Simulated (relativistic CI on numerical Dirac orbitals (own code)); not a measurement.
Calculated at this level of theory: Dirac-Coulomb-Breit CI, KLI orbitals optimised for each configuration, model QED (radiative potential, 1s self-energy scaled to tabulated hydrogen-like ionisation energies), unscaled Slater integrals (own radial code, finite nucleus).

Configurations in the expansion (outside the closed core [Ne]): 3s², 3s3p, 3p², 3s3d, 3d², 3p3d, 3p4s, 3d4s, 3s4s, 3s4p, 3s4d, 3s4f, 3s5s, 3s5p, 3s5d, 4s², 3s5f, 3s5g, 3s6s, 3s6p, 3s6d. Levels of other configurations are missing.

At this charge energies of transitions that change n are usually good to better than 1 %, and those within a shell (Δn = 0) to a few per cent.

Outline of the computed level scheme of Bi LXXII. Lowest level of each configuration: 3s² ¹S0 at 0.00 eV; 3s3p ³P°0 at 168.74 eV; 3p² ³P0 at 401.92 eV; 3s3d ³D1 at 1056.85 eV; 3p3d ³F°2 at 1238.05 eV; 3d² ³F2 at 2130.06 eV; 3s4s ³S1 at 4254.25 eV; 3s4p ³P°0 at 4342.06 eV; 3p4s ³P°0 at 4454.30 eV.

Some strong electric-dipole decays among the lowest 43 levels: 3s4s ¹S0 → 3s3p ¹P°1 (9.2e+13 s⁻¹); 3p4s ³P°0 → 3p² ³P1 (8.8e+13 s⁻¹); 3s4s ³S1 → 3s3p ³P°2 (7.6e+13 s⁻¹); 3s4p ¹P°1 → 3s² ¹S0 (7.2e+13 s⁻¹); 3s4p ³P°1 → 3s² ¹S0 (7.1e+13 s⁻¹); 3p4s ³P°1 → 3p² ¹D2 (5.7e+13 s⁻¹); 3s4s ¹S0 → 3s3p ³P°1 (2.3e+13 s⁻¹); 3s4s ³S1 → 3s3p ³P°1 (2.1e+13 s⁻¹).

LS names give the leading component of a level, which can be under half, so a name can repeat, a term be missing and a line seem to break the LS rules.
